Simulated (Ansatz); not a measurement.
C₃H₆ClNSi, SMILES `NC1=C(CCl)[SiH2]1`, relaxed with RKS PBE0-D4/def2-TZVP in the Gaussian-basis code of Ansatz from a PBE-D4/def2-SVP geometry. The force threshold is 0.005 eV/Å; the program also tests the step.

Total charge 0; spin multiplicity 1.

Start:

```xyz
12

N     0.180    0.483   -1.927
C    -0.151    0.592   -0.617
C     0.015   -0.128    0.530
C     0.637   -1.403    0.940
Cl    0.902   -2.532   -0.487
Si   -0.880    1.432    0.846
H    -0.284    1.079   -2.609
H     0.521   -0.424   -2.257
H     0.014   -1.967    1.663
H     1.641   -1.260    1.391
H    -2.372    1.496    1.051
H    -0.222    2.632    1.476
```

(1) By how much does the energy fall, and how many steps does the optimiser take? (An estimate is asked.)

(2) Which bonds change most? (Estimate.)

(3) Give the relaxed structure. (Estimate.)

## Answers

(1) The calculation gave: 6.78 kJ/mol, in 13 steps, 2 of them rejected.

(2) Computed: C4–Cl5 from 1.839 to 1.805 Å; C2–Si6 from 1.838 to 1.808 Å; C3–Si6 from 1.826 to 1.797 Å; Si6–H11 from 1.507 to 1.487 Å.

(3) The calculation gave: 
```xyz
12

N     0.156    0.478   -1.923
C    -0.161    0.577   -0.617
C     0.016   -0.129    0.514
C     0.625   -1.397    0.939
Cl    1.006   -2.484   -0.450
Si   -0.848    1.414    0.831
H    -0.310    1.077   -2.579
H     0.481   -0.409   -2.272
H    -0.036   -1.968    1.591
H     1.571   -1.241    1.460
H    -2.315    1.485    1.065
H    -0.183    2.596    1.442
```
